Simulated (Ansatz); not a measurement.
`[OH][GaH][F]` + F• → `[OH][Ga][F]`• + H–F  (hydrogen abstraction from a Ga–H bond)

Program: Ansatz. Geometries: PBE0-D4/def2-TZVP. ΔE: electronic, gas phase. CBS: MP2 limit from def2 TZ/QZ plus the TZ coupled-cluster correction, frozen cores. This one scheme is used for every species, atoms too. DFT in def2-TZVPP. B3LYP here is the variant with VWN-RPA as its local correlation; programs differ in this. No spin–orbit coupling; open shells (•) take unrestricted orbitals. Spin–orbit coupling would lower the free atoms: a little for F. Bonds to Ga are less sure, by a few kJ/mol each and by 10 to 20 or more in all where they break to atoms, as the def2 sets lack core-valence functions. Scalar relativity is left out up to krypton. Each species was taken in one conformer, which may not be the lowest.

`[OH][GaH][F]`:

```xyz
5

O     1.259    0.286    0.197
Ga   -0.430   -0.080   -0.189
F    -0.736    0.087   -1.900
H     1.480    0.209    1.128
H    -1.572   -0.501    0.763
```

`[OH][Ga][F]`•:

```xyz
4

O     0.206    0.976    0.080
Ga    0.152   -0.816   -0.005
F    -1.439   -1.490   -0.337
H     1.081    1.330    0.262
```

H–F:

Z-matrix (Å, degrees):
```
F
H 1 0.920
```

| level | ΔE (eV) | difference from CCSD(T)/CBS |
| --- | --- | --- |
| PBE-D4 | -2.76 | -0.33 |
| BLYP-D4 | -2.69 | -0.26 |
| B97M-V | -2.30 | 0.13 |
| BHLYP-D4 | -2.10 | 0.33 |
| CAM-B3LYP-D4 | -2.44 | -0.01 |
| ωB97X-V | -2.32 | 0.11 |
| PBE-QIDH | -2.36 | 0.07 |
| revPBE | -2.67 | -0.24 |
| r2SCAN | -2.50 | -0.07 |
| B3LYP | -2.51 | -0.08 |
| r2SCANh | -2.42 | 0.01 |
| CAM-B3LYP | -2.45 | -0.02 |
| LC-ωPBE | -2.44 | -0.01 |
| CCSD/def2-SVP | -2.01 | 0.42 |
| CCSD(T)/def2-SVP | -2.05 | 0.38 |
| SCS-MP2/def2-QZVPP | -2.47 | -0.04 |
| CCSD(T)/CBS | -2.43 | 0 |

Largest T1 diagnostic among the species: 0.018.

From r2SCAN to r2SCAN0 (25 % exact exchange), in def2-TZVPP and without D4, ΔE moves by +0.21 eV. In def2-TZVPP, CCSD(T) changes the Hartree–Fock value by −0.95 eV (the triples alone add −0.09 eV) and MP2 by −1.25 eV.

CCSD(T)/CBS has its own doubt, a few kJ/mol and more with outer-core shells, so smaller differences from it don't rank the levels.
